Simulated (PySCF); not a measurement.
# Deuteron quadrupole couplings in `C=CC1=CC(C)=C[C@@H](F)C1`

Species: C9H11F.
Geometry (GFN2-xTB, Å), atoms numbered from 1 in this order:
```xyz
21
C9H11F angstrom
C      3.362   -0.358   -0.232
C      2.167   -0.943   -0.217
C      0.884   -0.285   -0.082
C     -0.260   -0.989   -0.178
C     -1.564   -0.369   -0.093
C     -2.747   -1.207   -0.462
C     -1.676    0.905    0.300
C     -0.478    1.689    0.732
F     -0.363    1.588    2.127
C      0.825    1.206    0.101
H      3.495    0.706   -0.137
H      4.263   -0.937   -0.347
H      2.109   -2.019   -0.325
H     -0.229   -2.057   -0.341
H     -2.818   -2.064    0.206
H     -3.668   -0.633   -0.393
H     -2.640   -1.583   -1.478
H     -2.639    1.381    0.409
H     -0.617    2.762    0.551
H      0.940    1.682   -0.878
H      1.645    1.542    0.737
```

Level: PBE0/pcSseg-1 (PySCF, non-relativistic); Q(2H) = 0.00286 b; rigid geometry, the same for H and D, with no vibrational averaging.

Problem. Rank these positions by the coupling χzz of a deuteron there, largest first.
A. H12 (vinylic hydrogen)
B. H21 (methylene hydrogen)
C. H19 (methine hydrogen)
D. H14 (vinylic hydrogen)
E. H16 (methyl hydrogen)

Solution. A (227 kHz), D (218 kHz), E (212 kHz), B (203 kHz), C (189 kHz).

Problem. Tabulate Vzz, the asymmetry η and χzz = 234.96 MHz × Q × Vzz for every hydrogen position.

Solution. 
| atom | bonded to | bond length (Å) | Vzz (au) | η | χzz (kHz) |
| --- | --- | --- | --- | --- | --- |
| H11 | C1 | 1.077 | 0.3378 | 0.06 | 227 |
| H12 | C1 | 1.077 | 0.3378 | 0.05 | 227 |
| H13 | C2 | 1.083 | 0.3201 | 0.07 | 215 |
| H14 | C4 | 1.081 | 0.3246 | 0.09 | 218 |
| H15 | C6 | 1.089 | 0.3114 | 0.02 | 209 |
| H16 | C6 | 1.086 | 0.3156 | 0.03 | 212 |
| H17 | C6 | 1.089 | 0.3109 | 0.02 | 209 |
| H18 | C7 | 1.079 | 0.3306 | 0.08 | 222 |
| H19 | C8 | 1.098 | 0.2813 | 0.05 | 189 |
| H20 | C10 | 1.095 | 0.2996 | 0.03 | 201 |
| H21 | C10 | 1.091 | 0.3025 | 0.04 | 203 |

Problem. How does χzz go with the bond length over the 11 C–H bonds?

Solution. A straight-line fit has a slope of -15.7 kHz for each 0.01 Å, with a correlation coefficient of -0.98, over lengths from 1.077 to 1.098 Å. The longer bonds have the smaller couplings here.

Problem. Give the 2H NMR doublet splittings at H18 for a magnetic field along the z, y and x axes of the gradient: 3χ/2, 3χ(1 + η)/4, 3χ(1 − η)/4.

Solution. With |χ| = 222.1 kHz and η = 0.084: 333, 181 and 153 kHz, to first order and without motion.

Isolated species at its GFN2-xTB geometry (one conformer only). GFN2-xTB bond lengths can be off by several hundredths of an ångström, more for odd bonds, and the gradients follow them. A larger basis could move these couplings by a tenth or more.
